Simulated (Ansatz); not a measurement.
Computed with Ansatz on PBE0-D4/def2-TZVP structures; ΔE is electronic, products minus reactants. CBS: MP2 limit from def2 TZ/QZ plus the TZ coupled-cluster correction, frozen cores. DFT in def2-TZVPP. Each species was taken in one conformer, which may not be the lowest.

Reaction (ligand exchange at the Si–C bond): `O=C/N=C\[SiH3]` + `CNCF` → `CN([SiH3])CF` + `C=NC=O`

```json
{"species": "`O=C/N=C\\[SiH3]`", "ωB97M-V energy (Eh)": "-498.64054"}
{"species": "`CNCF`", "ωB97M-V energy (Eh)": "-234.41424"}
{"species": "`CN([SiH3])CF`", "ωB97M-V energy (Eh)": "-525.10615"}
{"species": "`C=NC=O`", "ωB97M-V energy (Eh)": "-207.96806"}
```

(1) Work out ΔE.

Largest T1 diagnostic among the species: 0.017.

## Answers

(1) ΔE = (-525.10615) + (-207.96806) − (-498.64054) − (-234.41424) = -0.01943 Eh = -51.0 kJ/mol. CCSD(T)/CBS gives -51.4 kJ/mol.

From PBE to PBE0 (25 % exact exchange), in def2-TZVPP and without D4, ΔE moves by −4.7 kJ/mol.
